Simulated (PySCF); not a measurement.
## Excitation energy of Nb by level of theory

Nb [Kr] 4d4 5s1 (6D) → Nb [Kr] 4d3 5s2 (4F), as a difference of total energies. All numbers are calculated (PySCF 2.14, scalar relativity through the core potential, in aug-cc-pVTZ-PP with ECP28MDF (6s6p5d3f2g, 88 functions)). Correlated levels: valence: 4s2 4p6 frozen. The calculations carry no spin-orbit coupling.

| method | excitation energy (eV) | error (eV) |
| --- | --- | --- |
| UHF | 0.723 | +0.539 |
| LDA | 0.698 | +0.514 |
| PBE | 0.798 | +0.614 |
| PBE0 | 0.778 | +0.594 |
| r2SCAN | 0.935 | +0.751 |
| wB97X | -0.407 | -0.591 |
| B3LYP | 0.285 | +0.101 |
| HSE06 | 0.761 | +0.577 |
| r2SCANh | 0.893 | +0.709 |
| MP2 (valence) | 0.328 | +0.144 |
| SCS-MP2 (valence) | -0.338 | -0.522 |

Reference: 0.184 eV (measured; NIST levels, between the centres of gravity of the two terms).

Errors of the correlated levels include the incompleteness of this basis and the frozen core.
